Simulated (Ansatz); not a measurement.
`[CH3][SnH]([OH])[SH]` and `[CH3][SnH]([F])[SH]` differ in one atom or group.

Ansatz, PBE0-D4/def2-TZVP geometries, multiplicity 1. Each molecule was computed in one conformer, which needn't be the lowest.

Elements past krypton have def2 core potentials.

| property | `[CH3][SnH]([OH])[SH]` |
| --- | --- |
| size of the dipole moment (B3LYP/def2-TZVPP) / D | 1.19 |
| HOMO–LUMO gap (PBE/def2-TZVPP) / eV | 4.82 |
| LUMO energy (ωB97M-V/def2-TZVPP) / eV | 1.41 |
| LUMO energy (PBE/def2-TZVPP) / eV | -1.30 |
| size of the dipole moment (ωB97M-V/def2-TZVPP) / D | 1.19 |
| size of the dipole moment (PBE/def2-TZVPP) / D | 1.16 |

Question: Give the same properties after the change, and the shifts. (Best estimate.)

Answer: Ansatz gave: 
| property | `[CH3][SnH]([F])[SH]` | shift |
| --- | --- | --- |
| size of the dipole moment (B3LYP/def2-TZVPP) / D | 3.20 | 2.01 |
| HOMO–LUMO gap (PBE/def2-TZVPP) / eV | 4.85 | 0.03 |
| LUMO energy (ωB97M-V/def2-TZVPP) / eV | 1.23 | -0.18 |
| LUMO energy (PBE/def2-TZVPP) / eV | -1.57 | -0.27 |
| size of the dipole moment (ωB97M-V/def2-TZVPP) / D | 3.19 | 2.00 |
| size of the dipole moment (PBE/def2-TZVPP) / D | 3.09 | 1.93 |

The zero-point energy changes by -29.2 kJ/mol with -3 modes. Dipoles are sizes alone; their direction can turn.

B3LYP here is the variant with VWN-RPA as its local correlation; programs differ in this.
